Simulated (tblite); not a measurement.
C₅H₁₄O₂Si.
Bonds: C1–C2, C2–C3, C3–Si4, Si4–O5, Si4–O6, Si4–C7, C7–C8. Hydrogens: H9, H10, H11 on C1; H12, H13 on C2; H14, H15 on C3; H16 on O5; H17 on O6; H18, H19 on C7; H20, H21, H22 on C8.

Computed with GFN2-xTB (tblite), gas phase: L-BFGS steps from a force-field or distance-geometry start until the largest atomic force falls under 0.01 eV/Å.

Step 36: E = -756.2331 eV
```
atom  x, y, z in Å  |  force x, y, z in eV/Å
C1      3.2147    0.7348    0.3194    0.020   0.022  -0.008
C2      2.0916   -0.2858    0.1854   -0.002   0.027  -0.007
C3      0.7200    0.3908    0.1741   -0.003  -0.015  -0.020
Si4    -0.7009   -0.8588   -0.0462    0.030   0.016  -0.027
O5     -0.9112   -1.5817    1.3965    0.013  -0.019  -0.023
O6     -0.2698   -2.0820   -1.0605   -0.006   0.010  -0.030
C7     -2.3377   -0.1075   -0.6847    0.007  -0.029  -0.001
C8     -2.7579    1.2074   -0.0387    0.017  -0.007   0.002
H9      3.2051    1.4220   -0.5238   -0.006   0.028  -0.019
H10     4.1875    0.2498    0.3493    0.000  -0.044   0.005
H11     3.0933    1.3150    1.2311    0.000   0.002   0.021
H12     2.1399   -0.9929    1.0153   -0.029   0.014  -0.020
H13     2.2231   -0.8535   -0.7385    0.030  -0.002   0.025
H14     0.6003    0.9367    1.1106   -0.051  -0.010  -0.051
H15     0.7075    1.1352   -0.6257   -0.018  -0.009   0.029
H16    -1.1328   -2.5096    1.4075   -0.006  -0.008   0.035
H17    -0.0636   -1.8993   -1.9733   -0.019  -0.008   0.074
H18    -2.3016    0.0329   -1.7668    0.026   0.001   0.011
H19    -3.1257   -0.8404   -0.5009   -0.016  -0.019  -0.041
H20    -3.7246    1.5242   -0.4272    0.001   0.043   0.043
H21    -2.8355    1.0919    1.0387   -0.011  -0.002   0.010
H22    -2.0323    1.9899   -0.2432    0.023   0.008  -0.008
```

Step 37: E = -756.2339 eV
```
atom  x, y, z in Å  |  force x, y, z in eV/Å
C1      3.2137    0.7368    0.3205    0.014   0.018  -0.010
C2      2.0921   -0.2866    0.1855    0.017   0.027  -0.003
C3      0.7192    0.3886    0.1708    0.029  -0.006  -0.013
Si4    -0.7020   -0.8599   -0.0458    0.008   0.028  -0.025
O5     -0.9107   -1.5830    1.3968    0.009  -0.015  -0.016
O6     -0.2718   -2.0828   -1.0585   -0.006  -0.034  -0.009
C7     -2.3388   -0.1081   -0.6851   -0.012   0.003  -0.005
C8     -2.7564    1.2079   -0.0370    0.011  -0.012   0.002
H9      3.2011    1.4263   -0.5213   -0.004   0.019  -0.009
H10     4.1883    0.2541    0.3482   -0.016  -0.039   0.003
H11     3.0926    1.3149    1.2342   -0.002  -0.007   0.007
H12     2.1424   -0.9936    1.0157   -0.041   0.027  -0.025
H13     2.2270   -0.8555   -0.7376    0.023   0.010   0.031
H14     0.5995    0.9393    1.1043   -0.053  -0.013  -0.041
H15     0.7084    1.1302   -0.6312   -0.023  -0.008   0.019
H16    -1.1354   -2.5102    1.4067   -0.007  -0.012   0.037
H17    -0.0620   -1.9038   -1.9701   -0.010   0.005   0.028
H18    -2.3019    0.0364   -1.7667    0.036  -0.005   0.012
H19    -3.1301   -0.8398   -0.5064    0.007  -0.003  -0.029
H20    -3.7236    1.5281   -0.4240    0.026   0.029   0.053
H21    -2.8328    1.0897    1.0408   -0.012   0.009  -0.008
H22    -2.0293    1.9904   -0.2414    0.006  -0.021   0.000
```

**Question.** Estimate the geometry and energy of step 38. (The exact step hangs on the optimiser's Hessian estimate; all steps are aligned on step 37, rigid shifts and turns removed.)

**Answer.** E = -756.2346 eV, largest force 0.067 eV/Å
```
atom  x, y, z in Å  |  force x, y, z in eV/Å
C1      3.2134    0.7392    0.3214    0.006   0.011  -0.008
C2      2.0933   -0.2868    0.1855    0.027   0.024  -0.001
C3      0.7192    0.3859    0.1676    0.041   0.004  -0.009
Si4    -0.7029   -0.8607   -0.0465   -0.014   0.018  -0.014
O5     -0.9100   -1.5844    1.3960    0.005  -0.008  -0.007
O6     -0.2747   -2.0849   -1.0568   -0.007  -0.061   0.010
C7     -2.3403   -0.1083   -0.6854   -0.020   0.027  -0.007
C8     -2.7552    1.2084   -0.0354    0.004  -0.011   0.005
H9      3.1974    1.4310   -0.5190    0.002   0.006   0.004
H10     4.1891    0.2576    0.3472   -0.031  -0.027  -0.002
H11     3.0920    1.3147    1.2372   -0.001  -0.012  -0.005
H12     2.1444   -0.9937    1.0159   -0.045   0.033  -0.018
H13     2.2317   -0.8574   -0.7361    0.018   0.018   0.025
H14     0.5978    0.9406    1.0980   -0.049  -0.014  -0.022
H15     0.7091    1.1254   -0.6357   -0.024   0.001  -0.001
H16    -1.1377   -2.5108    1.4068   -0.006  -0.011   0.034
H17    -0.0601   -1.9083   -1.9668   -0.001   0.013  -0.015
H18    -2.3019    0.0395   -1.7664    0.041  -0.007   0.004
H19    -3.1342   -0.8390   -0.5116    0.024   0.007  -0.016
H20    -3.7227    1.5323   -0.4201    0.040   0.015   0.051
H21    -2.8312    1.0884    1.0425   -0.007   0.014  -0.015
H22    -2.0270    1.9907   -0.2398   -0.004  -0.041   0.007
```

The energy changes by -0.0007 eV. The first-order estimate −F·Δx gives -0.0010 eV and the mean of the old and new forces, exact on a quadratic surface, -0.0007 eV. The step makes an angle of 72° with the force vector and moves no atom by more than 0.007 Å.

The cost below is that of the whole relaxation. Hardware: an Arm Neoverse V1 with one thread, no GPU, shared host. Cost: 1.1 s wall.
